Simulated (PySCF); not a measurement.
**Solvent effects on NMR parameters**

Structure with atom numbers: `[SH:1][C@:2]12[C@H:3]3[C@@H:4]4[C@@H:5]5[C@H:6]3[C@H:7]1[C@@H:8]5[C@H:9]24`; H(Xn) means a hydrogen on atom n.

GIAO PBE0/pcSseg-1 in PySCF on one PBE0-D3(BJ)/def2-SVP conformer, non-relativistic, equivalent nuclei averaged. Solvents enter as an IEF-PCM continuum (benzene with ε = 2.3, chloroform with ε = 4.7) around the gas-phase geometry. Shifts are referred to CS2, TMS computed in the same medium.

Gas phase, δ in ppm: S1 -50.9, C2 58.9, C3/C7/C9 53.8, C5 48.7, C4/C6/C8 44.6, H(C5) 3.94, H(C4)/H(C6)/H(C8) 3.81, H(C3)/H(C7)/H(C9) 3.58, H(S1) 1.99. Dipole moment 1.67 D.

Task: How does each δ change in the continuum?

Result: 
```csv
atoms,environment,"Δδ, benzene","Δδ, chloroform"
S1,thiol sulfur,-9.3,-14.8
C2,fully substituted sp3 carbon bonded to S,0.0,0.0
C3/C7/C9,sp3 CH in a ring,+0.4,+0.6
C5,sp3 CH in a ring,+0.3,+0.4
C4/C6/C8,sp3 CH in a ring,+0.3,+0.6
H(C5),hydrogen on an sp3 CH in a ring,+0.03,+0.05
H(C4)/H(C6)/H(C8),hydrogen on an sp3 CH in a ring,+0.04,+0.06
H(C3)/H(C7)/H(C9),hydrogen on an sp3 CH in a ring,+0.05,+0.08
H(S1),hydrogen on a thiol sulfur,+0.31,+0.51
```

Changes are relative to the gas phase. The dipole moment becomes 1.90 D in benzene, 2.05 D in chloroform.

Task: Which nuclei move most (in ppm), and what does the model miss?

Result: S1 (thiol sulfur, -14.8 ppm) in chloroform. A continuum only polarises the solute; specific hydrogen bonds, the anisotropy of aromatic solvents and changes of geometry or conformer are outside it.
